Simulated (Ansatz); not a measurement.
A series at Ta: from `[NH2][Ta]([NH2])([NH2])=[O]`, ligands are replaced one by one, each step taking up H₂O and setting free NH₃; n counts the steps. Ansatz, PBE0-D4/def2-TZVP geometries. Each molecule was computed in one conformer, which needn't be the lowest.

```json
{"n": "0", "molecule": "`[NH2][Ta]([NH2])([NH2])=[O]`", "zero-point energy, PBE0-D4/def2-TZVP (kJ/mol)": "204.7"}
{"n": "1", "molecule": "`[NH2][Ta]([NH2])(=[O])[OH]`", "zero-point energy, PBE0-D4/def2-TZVP (kJ/mol)": "174.1"}
{"n": "2", "molecule": "`[NH2][Ta](=[O])([OH])[OH]`", "zero-point energy, PBE0-D4/def2-TZVP (kJ/mol)": "?"}
{"n": "3", "molecule": "`[O]=[Ta]([OH])([OH])[OH]`", "zero-point energy, PBE0-D4/def2-TZVP (kJ/mol)": "106.4"}
```

Problem. By hand: fit a straight line y = ȳ + b (n − n̄) to the 3 given rows and predict n = 2.

Solution. n̄ = 1.333, ȳ = 161.73; Σ(n − n̄)(y − ȳ) = -153.63, Σ(n − n̄)² = 4.667, so b = -32.92 kJ/mol a step. Prediction: 161.73 + (-32.92) × (0.667) = 139.8 kJ/mol.

Problem. By hand: compare with the computed value, 142.0 kJ/mol, and give the steps along the whole series.

Solution. The line misses by 2.2 kJ/mol (computed minus predicted). Steps: -30.6, -32.1, -35.6 kJ/mol.

The steps grow at each stage, from -30.6 to -35.6 kJ/mol, so the series is curved. The miss is 2.2 % of the series' range.
